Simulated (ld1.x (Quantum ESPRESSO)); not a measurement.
## Os (Z = 76), TM: configuration errors across variants

| Property | Result |
| --- | --- |
| Element | osmium (Os) |
| Generator | ld1.x (Quantum ESPRESSO) 7.5 |
| Type | norm-conserving Troullier–Martins (Kleinman–Bylander form) |
| Functional | LDA (PZ) |
| Relativity | scalar-relativistic |
| Frozen core | [Xe] 4f14 |
| Valence charge | 8 |
| Reference configuration | 5d6 6s2 6p0 |
| Partial waves | 6s (bound): rc 2.15 bohr; 5d (bound): rc 2.30 bohr; 6p (bound, empty): rc 2.50 bohr |
| Local potential | the p channel |
| Core correction | none |

All-electron excitation energies from the reference (eV): (1) 5d6 6s1 6p0 9.864; (2) 5d6 6s0 6p0 27.147; (3) 5d5 6s0 6p0 56.302; (4) 5d4 6s0 6p0 98.096; (5) 5d6 6s0 6p1 16.111; (6) 5d6 6s2 6p0 spin -2.020.

Spin tests fill each open shell by Hund’s rule, majority spin first.

Tests that are not counted but printed errors over 1 eV. “base”: 5d5 6s2 6p0 (solver errors, printed error -395 eV); 5d5 6s2 6p1 (solver errors, printed error -327 eV). “core correction a·sin(br)/r model core inside 0.92 bohr”: 5d5 6s2 6p0 (solver errors, printed error -354 eV); 5d5 6s2 6p1 (solver errors, printed error -385 eV). “local potential the d channel”: 5d5 6s2 6p1 (solver errors, printed error -1.8 eV); 5d6 6s0 6p1 (solver errors, printed error -2.9 eV). “wave 6s (bound): rc 2.15 bohr becomes 6s (bound): rc 3.12 bohr”: 5d5 6s2 6p1 (solver errors, printed error -331 eV); 5d5 6s2 6p0 (solver errors, printed error -264 eV); 1 more.

1 further variants failed, have other tests or too few solved ones, and are left out.

A true bound ghost makes a file unfit for plane-wave use even where its test errors are small: the radial tests pick states by their node count and pass the ghost by. Where a test does run into it, the solver fails or the error is huge.

Errors AE − PS in meV (a dash: test not solved or not reliable):

| change | (1) | (2) | (3) | (4) | (5) | (6) | bound ghosts |
| --- | --- | --- | --- | --- | --- | --- | --- |
| base | -17 | -2.2 | -118 | -391 | +9.2 | +1598 | s |
| core correction a·sin(br)/r model core inside 0.92 bohr | -25 | -55 | -265 | -863 | -15 | +16 | s |
| local potential the d channel | +0.3 | +17 | +61 | +75 | – | +1756 | s, p |
| all radii scaled by about 1.22 (s 2.62, p 3.04, d 2.80 bohr) | -2.2 | -8.0 | -136 | -331 | -1.1 | +1698 | none |
| wave 6p (bound): rc 2.50 bohr becomes 6p (bound): rc 2.14 bohr | -1.3 | +6.1 | -61 | -259 | +24 | +1739 | s |
| wave 6s (bound): rc 2.15 bohr becomes 6s (bound): rc 3.12 bohr | -23 | -17 | -218 | -597 | -5.6 | +1596 | s |

(1) Give the same row for: wave 5d (bound): rc 2.30 bohr becomes 5d (bound): rc 2.10 bohr.

Answers

(1) -17, -3.2, -117, -405, +8.8, +1597; bound ghosts: s. Not counted: 5d5 6s2 6p0 (solver errors, printed error -12.4 eV); 5d5 6s2 6p1 (solver errors, printed error -31.1 eV).
